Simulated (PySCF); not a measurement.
CH₇PSi, singlet, at a GFN2-xTB geometry; DF-HF/cc-pV(T+d)Z (PySCF).

Input for PySCF:
```python
from pyscf import gto, scf

mol = gto.Mole()
mol.atom = '''
    Si   -0.54113175   -0.03733182    0.63347048
    C    -1.78991821    0.53249582   -0.68777025
    P     1.54179935   -0.28124670   -0.17279934
    H    -0.46106134    0.95409017    1.71151628
    H    -0.93819162   -1.34305699    1.17097677
    H    -1.50313673    1.48999362   -1.11562237
    H    -2.78348241    0.64439674   -0.26455626
    H    -1.85666633   -0.18434670   -1.50253147
    H     1.16043169   -0.95043366   -1.32113345
    H     1.57047019    0.93572775   -0.82862443
'''
mol.basis = 'cc-pv(t+d)z'
mol.verbose = 4
mol.max_memory = 1800
mol.build()

mf = scf.RHF(mol)
mf = mf.density_fit(auxbasis='def2-universal-jkfit')
mf.kernel()
```

Task: Predict the main parts of the log of this PySCF run.

Result: 
```
PySCF version 2.14.0

[INPUT] verbose = 4
[INPUT] num. atoms = 10
[INPUT] num. electrons = 42
[INPUT] charge = 0
[INPUT] spin (= nelec alpha-beta = 2S) = 0
[INPUT] symmetry False subgroup None
[INPUT] Mole.unit = angstrom
[INPUT] Symbol           X                Y                Z      unit          X                Y                Z       unit  Magmom
[INPUT]  1 Si    -0.541131750000  -0.037331820000   0.633470480000 AA   -1.022590804807  -0.070546915532   1.197085715197 Bohr   0.0
[INPUT]  2 C     -1.789918210000   0.532495820000  -0.687770250000 AA   -3.382455202272   1.006271262276  -1.299697409124 Bohr   0.0
[INPUT]  3 P      1.541799350000  -0.281246700000  -0.172799340000 AA    2.913578510532  -0.531479236438  -0.326543427106 Bohr   0.0
[INPUT]  4 H     -0.461061340000   0.954090170000   1.711516280000 AA   -0.871279659225   1.802969119440   3.234297026934 Bohr   0.0
[INPUT]  5 H     -0.938191620000  -1.343056990000   1.170976770000 AA   -1.772925214162  -2.538009880783   2.212825393528 Bohr   0.0
[INPUT]  6 H     -1.503136730000   1.489993620000  -1.115622370000 AA   -2.840516747474   2.815679869149  -2.108220737738 Bohr   0.0
[INPUT]  7 H     -2.783482410000   0.644396740000  -0.264556260000 AA   -5.260019427444   1.217733354163  -0.499938875939 Bohr   0.0
[INPUT]  8 H     -1.856666330000  -0.184346700000  -1.502531470000 AA   -3.508590868401  -0.348364774967  -2.839372971840 Bohr   0.0
[INPUT]  9 H      1.160431690000  -0.950433660000  -1.321133450000 AA    2.192898080366  -1.796059316968  -2.496580394502 Bohr   0.0
[INPUT] 10 H      1.570470190000   0.935727750000  -0.828624430000 AA    2.967758545894   1.768269174655  -1.565873232824 Bohr   0.0

nuclear repulsion = 150.526206082476
number of shells = 33
number of NR pGTOs = 282
number of NR cGTOs = 206
basis = cc-pv(t+d)z
ecp = {}

******** <class 'pyscf.df.df_jk.DFRHF'> ********
method = DFRHF
initial guess = minao
damping factor = 0
level_shift factor = 0
DIIS = <class 'pyscf.scf.diis.CDIIS'>
diis_start_cycle = 1
diis_space = 8
diis_damp = 0
SCF conv_tol = 1e-09
SCF conv_tol_grad = None
SCF max_cycles = 50
direct_scf = False
Set gradient conv threshold to 3.16228e-05
Initial guess from minao.
******** <class 'pyscf.df.df.DF'> ********
auxbasis = def2-universal-jkfit
init E= -671.581180176289
  HOMO = -0.271196432112694  LUMO = 0.0848391075624048  gap/eV = 9.68822
cycle= 1 E= -671.631792248862  delta_E= -0.0506  |g|= 0.277  |ddm|= 4.83
  HOMO = -0.360484613402519  LUMO = 0.117057056973397  gap/eV = 12.99457
cycle= 2 E= -671.666736229509  delta_E= -0.0349  |g|= 0.0862  |ddm|= 0.616
  HOMO = -0.356951353563341  LUMO = 0.129269812590758  gap/eV = 13.23075
cycle= 3 E= -671.670437288614  delta_E= -0.0037  |g|= 0.0308  |ddm|= 0.169
  HOMO = -0.358859564823657  LUMO = 0.127753588191623  gap/eV = 13.24142
cycle= 4 E= -671.670900013363  delta_E= -0.000463  |g|= 0.00651  |ddm|= 0.0664
  HOMO = -0.359437972059592  LUMO = 0.127672367635466  gap/eV = 13.25495
cycle= 5 E= -671.670934671892  delta_E= -3.47e-05  |g|= 0.00199  |ddm|= 0.0194
  HOMO = -0.359673915202793  LUMO = 0.127580803187045  gap/eV = 13.25888
cycle= 6 E= -671.670938125195  delta_E= -3.45e-06  |g|= 0.000586  |ddm|= 0.00776
  HOMO = -0.359709987781104  LUMO = 0.12760512824297  gap/eV = 13.26052
cycle= 7 E= -671.670938377022  delta_E= -2.52e-07  |g|= 0.000167  |ddm|= 0.00217
  HOMO = -0.359716962732048  LUMO = 0.127601442858795  gap/eV = 13.26061
cycle= 8 E= -671.670938396683  delta_E= -1.97e-08  |g|= 4.4e-05  |ddm|= 0.000584
  HOMO = -0.359719511300947  LUMO = 0.127601852191546  gap/eV = 13.26069
cycle= 9 E= -671.670938398412  delta_E= -1.73e-09  |g|= 1.16e-05  |ddm|= 0.000175
  HOMO = -0.359719755907641  LUMO = 0.127601933021437  gap/eV = 13.26070
cycle= 10 E= -671.670938398532  delta_E= -1.21e-10  |g|= 2.36e-06  |ddm|= 4.88e-05
  HOMO = -0.359719840807356  LUMO = 0.127601963583791  gap/eV = 13.26070
Extra cycle  E= -671.670938398533  delta_E= -9.09e-13  |g|= 9.14e-07  |ddm|= 6.5e-06
converged SCF energy = -671.670938398533
```
